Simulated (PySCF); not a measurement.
C₅H₆Se, SMILES C=C=C1CC[Se]1.

The structure is a stationary point at B3LYP-D3(BJ)/def2-SVP. This is a generated structure with no PubChem entry under its InChIKey; it may be hypothetical.

Vertical ionisation energy (IE) and electron affinity (EA) in eV. Rows of orbital energies are one-electron estimates. Where ΔSCF, EOM or ADC give a negative EA the extra electron is unbound and the value depends on the basis.

```json
[
 {"level": "−ε(HOMO), −ε(LUMO), PBE0/def2-TZVP (PySCF)", "IE": "5.93", "EA": "0.98"},
 {"level": "−ε(HOMO), −ε(LUMO), PBE/def2-TZVP (PySCF)", "IE": "4.87", "EA": "1.90"}
]
```
